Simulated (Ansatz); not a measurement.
Isolated molecules relaxed with PBE0-D4/def2-TZVP in Ansatz; ΔE leaves out vibrations. CCSD(T)/CBS is the MP2 limit (def2-TZVPP, def2-QZVPP) plus CCSD(T) − MP2 in def2-TZVPP, frozen cores. This one scheme is used for every species. Functionals use def2-TZVPP. B3LYP here is the variant with VWN-RPA as its local correlation; programs differ in this. For Br outer-core shells are correlated without core-valence functions, which leaves a few kJ/mol of doubt a bond. Scalar relativity is left out up to krypton. Each species was taken in one conformer, which may not be the lowest.

Reaction (hydrogenolysis of a B–Br bond): `NB(S)Br` + H₂ → `NBS` + HBr

| level | ΔE (kcal/mol) |
| --- | --- |
| PBE0-D4 | 12.2 |
| B3LYP-D4 | 11.5 |
| ωB97M-V | 11.8 |
| B2PLYP | 10.9 |
| r2SCAN | 12.7 |
| MP2/def2-TZVPP | 14.6 |
| CCSD(T)/def2-TZVPP | 11.7 |
| CCSD/CBS(def2) | 11.4 |

(1) What does CCSD(T)/CBS give? (Best estimate.)

Largest T1 diagnostic among the species: 0.012.

Answers

(1) Computed: +12.6 kcal/mol. The listed levels differ from it by -0.4, -1.1, -0.8, -1.7, 0.1, 2.0, -0.9, -1.2 kcal/mol.

The D4 term adds +2.6 kcal/mol with B3LYP and +1.3 kcal/mol with PBE0; it sums over pairs of atoms, weighted by their polarisabilities, and B3LYP, whose exchange is more repulsive, gets the larger term. In def2-TZVPP, CCSD(T) changes the Hartree–Fock value by +4.6 kcal/mol (the triples alone add +1.2 kcal/mol) and MP2 by +7.5 kcal/mol.
